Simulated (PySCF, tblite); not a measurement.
Compound: C2H9NOSi3.
Geometry (GFN2-xTB, Å), atoms numbered from 1 in this order:
```
atom  x, y, z in Å
C1    -0.8786    2.7699    0.8704
C2    -0.8397    1.6844    0.3533
Si3   -0.7933   -0.0260   -0.3842
Si4   -2.6636   -1.2647    0.1259
O5     0.4538   -0.8266    0.2871
Si6    2.0264   -0.9180    0.6705
N7     2.7967    0.4800    0.0299
H8    -0.9141    3.7243    1.3145
H9    -0.4599    0.1960   -1.8013
H10   -3.0116   -1.2904    1.5517
H11   -2.5833   -2.6681   -0.2983
H12   -3.8257   -0.6948   -0.5674
H13    2.5721   -2.0738   -0.0327
H14    2.0200   -1.0585    2.1296
H15    2.3112    1.3611    0.0929
H16    3.7820    0.6141    0.1814
```

Level of theory: PBE0/def2-SVPD in PySCF (dipole) on a GFN2-xTB geometry, gas phase.

Masses are those of the commonest isotopes; rigid-rotor values at the optimised geometry. The values belong to one conformer with, in the numbering `[CH:1]#[C:2][Si@H:3]([SiH3:4])[O:5][SiH2:6][NH2:7]`, C2–Si3–O5–Si6 -53°, Si3–O5–Si6–N7 -3°, O5–Si6–N7–H 40° and 179°.

Task: What are A, B and C (GHz)?

Result: Ia = 268.18, Ib = 555.95, Ic = 763.68 u·Å²; 505379 MHz·u·Å²/I gives 1884, 909.0 and 661.8 MHz, that is A = 1.8845, B = 0.9090, C = 0.6618 GHz.

Task: What kind of rotor is it?

Result: An asymmetric top. Ray's parameter κ = (2B − A − C)/(A − C) = -0.596; −1 is the prolate and +1 the oblate limit.

Task: What does the inertial defect say?

Result: Not planar: Δ = Ic − Ia − Ib = -60.45 u·Å². For a rigid frame Δ = −2 Σ m c², so Σ m c² = 30.22 u·Å² lies off the ab plane: 11.41 from hydrogen and 18.82 from heavier atoms. The atom farthest from that plane is 2.02 Å away.

Task: Which lines would a microwave search look for?

Result: The dipole components are |μa| = 0.93 D, |μb| = 1.39 D, |μc| = 0.45 D. The squared components, which scale the intensities, stand as 0.45 : 1.00 : 0.10 (a : b : c). Some lines, for components of 0.1 D or more:

```csv
type,branch,"J(Ka,Kc)",MHz,lower level (cm⁻¹)
c,Q,"2(1,2) ← 2(0,2)",769,0.156
b,Q,"2(1,1) ← 2(0,2)",1511,0.156
b,Q,"3(1,2) ← 3(0,3)",2012,0.308
b,R,"2(0,2) ← 1(1,1)",2125,0.085
b,R,"3(1,2) ← 2(2,1)",2129,0.304
b,R,"1(1,1) ← 0(0,0)",2546,0.000
b,Q,"3(2,1) ← 3(1,2)",2783,0.375
c,R,"1(1,0) ← 0(0,0)",2793,0.000
b,Q,"2(2,0) ← 2(1,1)",2968,0.206
a,R,"2(0,2) ← 1(0,1)",3100,0.052
a,R,"2(1,1) ← 1(1,0)",3389,0.093
b,Q,"3(2,2) ← 3(1,3)",4063,0.325
a,R,"3(0,3) ← 2(0,2)",4554,0.156
c,R,"2(1,1) ← 1(0,1)",4612,0.052
a,R,"3(2,2) ← 2(2,1)",4712,0.304
a,R,"3(2,1) ← 2(2,0)",4871,0.305
b,R,"2(2,1) ← 1(1,0)",6315,0.093
c,R,"3(1,2) ← 2(0,2)",6566,0.156
b,R,"3(3,1) ← 2(2,0)",10190,0.305
```

Its lowest GFN2-xTB frequency is 13 cm⁻¹, too small to tell a flat minimum from a shallow saddle. No vibrational averaging or centrifugal distortion is included, and the geometry carries the error of its method. A rigid rotor knows nothing of inversion at nitrogen or internal rotation, which can split or shift real lines. Quadrupole hyperfine structure (14N) is left out.
